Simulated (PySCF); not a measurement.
# ethylbenzene: calculation against experiment

**What was measured.**

NIST CCCBDB Release 22 (SRD 101), experimental dipoles lists, for the gas: dipole moment (dielectric constant against temperature) 0.59 D.

The results are set against them at the end.

Species: ethylbenzene, C₈H₁₀.
SMILES with atom numbers: `[CH3:1][CH2:2][c:3]1[cH:4][cH:5][cH:6][cH:7][cH:8]1` (hydrogens: H9, H10, H11 on C1; H12, H13 on C2; H14 on C4; H15 on C5; H16 on C6; H17 on C7; H18 on C8)

Structure used (GFN2-xTB), in Å, numbered top down from 1:
```
atom  x, y, z in Å
C1    -2.3883   -0.4630   -0.6437
C2    -1.6556    0.1395    0.5567
C3    -0.1724    0.1464    0.3165
C4     0.6074   -0.9455    0.6753
C5     1.9665   -0.9585    0.4174
C6     2.5650    0.1226   -0.2061
C7     1.7967    1.2149   -0.5708
C8     0.4378    1.2246   -0.3115
H9    -3.4623   -0.4687   -0.4714
H10   -2.1832    0.1159   -1.5416
H11   -2.0578   -1.4852   -0.8142
H12   -1.8842   -0.4473    1.4489
H13   -2.0099    1.1598    0.7186
H14    0.1446   -1.7915    1.1641
H15    2.5606   -1.8143    0.7038
H16    3.6265    0.1143   -0.4058
H17    2.2581    2.0614   -1.0588
H18   -0.1582    2.0808   -0.5959
```

Runs made with PySCF (gas phase, on this GFN2-xTB geometry; no spin–orbit coupling):

```
        level                                                              job  basis functions
PBE0/pcSseg-1  shieldings, ring-centre shieldings, charges and field gradients              186
```

**Comparison with experiment**

**Dipole moment.** Measured: 0.59 D (NIST CCCBDB Release 22 (SRD 101), experimental dipoles).

| level | computed (D) | computed − measured (D) | % (from the printed values) |
| --- | --- | --- | --- |
| PBE0/pcSseg-1 | 0.40 | -0.19 | -32 |

The computed dipoles belong to one fixed geometry; measured ones are averaged over vibrations unless marked μe. Magnitudes are compared, not signs.

No measured geometry was used, and the causes of the misses weren't examined.
